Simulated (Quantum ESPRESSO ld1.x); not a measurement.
Species: Nd XXIII. Configuration: [Kr] 4d1 5p1 (not the ground configuration). Method: Dirac Kohn-Sham, LDA (Slater exchange, Hedin-Lundqvist correlation), spin-unpolarised, spherical densities, point nucleus; open shells fill j = l - 1/2 first; computed with ld1.x of Quantum ESPRESSO 7.5.

Spin-orbit splittings of the eigenvalues, e(l+1/2) - e(l-1/2), with zeta = 2 splitting/(2l+1) and mean radii in bohr:

[
 {"shell": "2p", "occ.": "6", "splitting (eV)": "519.7", "zeta (eV)": "346.5", "<r> j=l-1/2": "0.08420", "<r> j=l+1/2": "0.09060"},
 {"shell": "3p", "occ.": "6", "splitting (eV)": "105.6", "zeta (eV)": "70.42", "<r> j=l-1/2": "0.2537", "<r> j=l+1/2": "0.2658"},
 {"shell": "3d", "occ.": "10", "splitting (eV)": "23.06", "zeta (eV)": "9.226", "<r> j=l-1/2": "0.2364", "<r> j=l+1/2": "0.2402"},
 {"shell": "4p", "occ.": "6", "splitting (eV)": "28.75", "zeta (eV)": "19.16", "<r> j=l-1/2": "0.5675", "<r> j=l+1/2": "0.5873"},
 {"shell": "4d", "occ.": "1", "splitting (eV)": "5.905", "zeta (eV)": "2.362", "<r> j=l-1/2": "0.5919", "<r> j=l+1/2": "0.5977"},
 {"shell": "5p", "occ.": "1", "splitting (eV)": "11.05", "zeta (eV)": "7.369", "<r> j=l-1/2": "1.036", "<r> j=l+1/2": "1.063"}
]
